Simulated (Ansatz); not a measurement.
`C[O][In]([SH])[O][SiH3]`. The species carries charge 0 and has multiplicity 1. In takes the def2 core potential.

```xyz
13

C    -0.886    1.227    1.560
O     0.489    0.983    1.747
In    1.519   -0.105    0.471
S     3.808   -0.601    0.630
O     0.517   -0.836   -1.071
Si   -0.984   -0.819   -1.696
H    -1.239    1.825    2.406
H    -1.482    0.307    1.531
H    -1.094    1.792    0.642
H     3.765   -1.321   -0.505
H    -1.440    0.570   -1.995
H    -0.998   -1.602   -2.961
H    -1.976   -1.422   -0.758
```

Question: What are the harmonic wavenumbers in cm⁻¹ at PBE0-D4/def2-TZVP (Ansatz, finite differences of forces, unscaled)? (An estimate is asked.)

Answer: Ansatz gave: 21, 33, 59, 70, 78, 92, 123, 147, 231, 234, 364, 436, 551, 700, 726, 728, 955, 957, 989, 1004, 1108, 1173, 1187, 1477, 1492, 1495, 2185, 2192, 2216, 2705, 2996, 3053, 3083.

Question: Is this a minimum?

Answer: Yes, all 33 modes are real.

Question: Give the ideal-gas thermochemistry at 298.15 K and 1 bar (rigid rotor, harmonic oscillator; point group Cs, symmetry number 1).

Answer: Zero-point energy 208.5 kJ/mol; H(298) − E = 241.1 kJ/mol; entropy 477.0 J/(mol·K), of which translation 176.5, rotation 125.4, vibration 175.2; G(298) − E = 98.9 kJ/mol. Modes under 100 cm⁻¹ are hindered rotations or soft bends, so the harmonic entropy is rough.

Question: And at 400, 500, 600, 800 and 1000 K?

Answer: 
```tsv
T (K)	H − E (kJ/mol)	S (J/mol/K)	G − E (kJ/mol)
400	257.7	524.8	47.8
500	276.0	565.6	-6.8
600	296.0	602.0	-65.2
800	340.1	665.2	-192.1
1000	388.2	718.9	-330.7
```

Question: Rotational constants (cm⁻¹)?

Answer: 0.06622, 0.0314, 0.02154.
